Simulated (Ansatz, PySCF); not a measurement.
Gas-phase reaction (SMILES): O=[Si](F)F + H+ → [OH+]=[Si](F)F; protonation at O, whose ΔH is minus the proton affinity.

Geometries: B3LYP-D3(BJ)/def2-TZVP minima from Ansatz (a first-principles code). Cores are frozen in the correlated levels unless marked. No spin-orbit coupling. Non-relativistic. CBS(X,Y): correlation extrapolated as X^-3; Hartree-Fock from the larger set. [CCSD(T)-MP2]/basis is that difference in the basis named. Thermal terms are rigid-rotor harmonic-oscillator values from B3LYP-D3(BJ) frequencies (PySCF) at 298.15 K and 1 atm. 1 Eh = 627.5095 kcal/mol. The proton has no electrons: its energy is zero and its thermal terms are those of translation.

```csv
species,"E, RI-MP2/CBS(cc-pV(T+d)Z,cc-pV(Q+d)Z)+[CCSD(T)-MP2]/cc-pV(T+d)Z (Ansatz) (Eh)","E, wB97X-V/def2-TZVPD (Ansatz) (Eh)",H - E (Eh),G - E (Eh)
O=[Si](F)F,-563.95541,-564.52496,0.01452,-0.01697
H+,0.00000,0.00000,0.00236,-0.01000
[OH+]=[Si](F)F,-564.25806,-564.82903,0.02605,-0.00691
```

### Question
Work out ΔE and ΔH, ΔG, ΔS and the equilibrium constant at 298.15 K at the first level, then ΔH at the second.

### Answer

1. ΔE = [(-564.25806)] - [(-563.95541) + (0.00000)] = -0.30265 Eh = -189.9 kcal/mol at RI-MP2/CBS(cc-pV(T+d)Z,cc-pV(Q+d)Z)+[CCSD(T)-MP2]/cc-pV(T+d)Z.
2. The terms H - E add up to 0.00917 Eh, so ΔH = (-0.30265 + (0.00917))×627.5095 = -184.2 kcal/mol.
3. The terms G - E add up to 0.02006 Eh, so ΔG = -177.3 kcal/mol, and ΔS = (0.00917 - (0.02006))×627509.5/298.15 = -22.9 cal/(mol K).
4. log10 K = -ΔG/(RT ln 10) = 130.0, with RT ln 10 = 1.3642 kcal/mol.
5. At wB97X-V/def2-TZVPD the same steps give ΔE = -190.8 and ΔH = -185.1 kcal/mol, a shift of -0.9 from the first level.
6. These values are not checked against measurement here, since the tables used lack a sound gas-phase enthalpy of formation for at least one species, or one in the same ion convention.
